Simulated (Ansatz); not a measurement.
GaI₃. The state is a singlet with charge 0. Geometry r2SCAN-D4/def2-SVP; atoms count from 1.

```xyz
4

Ga    0.000    0.000    0.000
I     1.196   -1.857    1.116
I     1.269    1.708   -1.263
I    -2.466    0.149    0.147
```

In the def2 sets I takes a core potential; there is no spin–orbit coupling.

Estimate the Mulliken populations from the PBE0/def2-TZVP orbitals of Ansatz.


```csv
atom,charge (e)
Ga1,0.51
I2,-0.17
I3,-0.17
I4,-0.17
```
Mulliken values depend strongly on the basis.

And the Mayer bond orders between heavy atoms (over 0.3)?

Ga1–I2 1.12 (2.47 Å); Ga1–I3 1.12 (2.47 Å); Ga1–I4 1.12 (2.47 Å).
